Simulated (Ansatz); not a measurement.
Results of the Gaussian-basis code of Ansatz.

Basis-set series for `[O]=[W]([OH])([F])([Cl])[Cl]`. Charge 0, multiplicity 1. W takes the def2 core potential. The geometry is a stationary point of PBE0-D4/def2-TZVP. It is one conformer, not always the lowest.

```xyz
7

O     0.2068    1.4779   -1.0935
W     0.2570    0.0257   -0.2615
O    -1.4783   -0.4197    0.2914
F    -0.0221   -1.2551   -1.5730
Cl    2.4390   -0.6614   -0.2356
Cl    0.5734    0.8108    1.8879
H    -1.9757    0.0217    0.9843
```

| functional | basis | functions | energy (Eh) | HOMO (eV) | LUMO (eV) |
| --- | --- | --- | --- | --- | --- |
| PBE0-D4 | def2-TZVPP | 247 | -1238.22620 | -9.21 | -4.27 |
| PBE0-D4 | def2-QZVPP | 422 | -1238.26755 | -9.23 | -4.29 |
| ωB97M-V | def2-TZVPP | 247 | -1238.58209 | -11.40 | -2.15 |
| ωB97M-V | def2-QZVPP | 422 | -1238.62131 | -11.42 | -2.20 |

Question: Give the rows for def2-SVP. (Best estimate.)

Answer: The calculation gave: 
| functional | basis | functions | energy (Eh) | HOMO (eV) | LUMO (eV) |
| --- | --- | --- | --- | --- | --- |
| PBE0-D4 | def2-SVP | 115 | -1237.57136 | -9.21 | -4.37 |
| ωB97M-V | def2-SVP | 115 | -1237.92356 | -11.36 | -2.23 |
